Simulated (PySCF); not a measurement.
Sn(NH2)(SH) (H3NSSn), SMILES [NH2][Sn][SH] (connectivity only; charge and spin as stated), neutral, multiplicity 1. Coordinates come from a B3LYP-D3(BJ)/def2-SVP optimisation. The def2 effective core potentials stand for the cores of Sn; spin–orbit coupling is left out. The values are those of a single conformer.

Calculation: PySCF with B3LYP-D3(BJ)/def2-SVP.

Harmonic wavenumbers (cm⁻¹): 150, 222, 318, 332, 429, 595, 609, 686, 1506, 2670, 3539, 3650. Rotational constants (GHz): 8.030, 2.925, 2.144; symmetry number 1.

Question: Work out the zero-point energy and the ideal-gas rigid-rotor harmonic-oscillator thermochemistry at 298.15 K and 1 atm.

Answer: ZPE = ½ Σ hcν = ½ × 14705 cm⁻¹ = 87.96 kJ/mol. H − E(el) = 104.89 kJ/mol. Entropy in J/(mol K): translation 172.64, rotation 109.87, vibration 38.81, total 321.31. G − E(el) = 9.09 kJ/mol. Cp = 80.77 J/(mol K).
